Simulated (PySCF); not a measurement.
Species: C₆H₁₁N.
Cartesian coordinates in Å at the PBE0-D3(BJ)/def2-SVP level; atoms count from 1:
```xyz
18
C6H11N angstrom
C      2.7893    0.8351   -0.2261
N      1.7467    0.2428   -0.6192
C      0.5676    0.2910    0.2130
C     -0.5929    0.9731   -0.5423
C     -1.8313    0.1447   -0.2133
C     -1.2838   -1.2794   -0.1958
C      0.0553   -1.1373    0.5313
H      2.8490    1.3902    0.7327
H      3.6962    0.8130   -0.8475
H      0.7763    0.8347    1.1575
H     -0.3732    0.9048   -1.6198
H     -0.6849    2.0403   -0.2913
H     -2.6519    0.2935   -0.9314
H     -2.2194    0.4122    0.7850
H     -1.1157   -1.6194   -1.2311
H     -1.9583   -2.0066    0.2811
H     -0.0852   -1.2391    1.6188
H      0.7951   -1.8910    0.2256
```

Linear response at CAM-B3LYP/def2-SVPD (PySCF, frozen core in the response, non-relativistic).

Static isotropic polarisability: 78.48 au (11.63 Å³), principal values 68.1, 70.4, 97.0 au.

**Question.** What is the polarisability at 1064 nm and at the sodium D line?

**Answer.** 79.08 au at 1064 nm (+0.8 %), 80.51 au at 589.3 nm (+2.6 %). The rise at 589.3 nm is 3.36 times that at 1064 nm; a pure ω² law gives 3.26. The lowest singlet lies at 249 nm, shorter than both wavelengths.

**Question.** What is the isotropic C6 coefficient between two such molecules, C6 = (3/π)∫α(iω)² dω?

**Answer.** 2639 au (Eh·bohr⁶) by a ten-point quadrature over imaginary frequencies, which is 1580 eV·Å⁶ or 152 J·nm⁶/mol.

**Question.** Which effective excitation energy ω̄ makes London's formula C6 = (3/4)α²ω̄ exact here?

**Answer.** ω̄ = 4·C6/(3α²) = 0.571 Eh = 15.5 eV. A one-pole form α(ω) = α/(1 − ω²/ω̄²) fitted to the 1064 nm value gives 13.3 eV.

**Question.** The lowest 6 singlets have (eV, f): 4.98, 0.001; 7.37, 0.071; 7.71, 0.292; 7.95, 0.037; 8.03, 0.065; 8.06, 0.034. What share of the static polarisability do they carry in the sum over states α = Σ f/ω²?

**Answer.** 6.20 au, 7.9 % of α; the largest term, 3.64 au, is that of the state at 7.71 eV. Their oscillator strengths add up to 0.50. Higher states carry the rest.

**Question.** What molar refraction at the D line follows from R = (4π/3)·N_A·α′, with α′ the polarisability volume?

**Answer.** α′ = 11.93 Å³ gives R = 30.10 cm³/mol, for isolated, non-vibrating species.

**Question.** What n − 1 at the D line would an ideal gas of it have at 273.15 K and 1 atm (2.6868 × 10¹⁹ cm⁻³), by n − 1 = 2π·N·α′?

**Answer.** 20.14 × 10⁻⁴, a formal value whether or not that pressure can be reached.

**Question.** How many electrons N does the Slater–Kirkwood formula C6 = (3/4)·√N·α^(3/2) need to give this C6?

**Answer.** N = (4·C6/3)²/α³ = 25.6; the species has 54 electrons in all.

**Question.** How anisotropic is the static polarisability, by Δα² = ½[(α1 − α2)² + (α2 − α3)² + (α3 − α1)²]?

**Answer.** Δα = 27.8 au, or 0.35 of the isotropic value.

**Question.** What three-body coefficient follows from the one-pole estimate C9 = (3/4)·α·C6?

**Answer.** 155000 au. This is an estimate from the two numbers above, not a computed integral.

Cost: about 1.9 min of CPU time on one thread; the machine was shared, so the figure is rough. This is the whole response run at CAM-B3LYP/def2-SVPD, SCF included.

One conformer stands for the species.
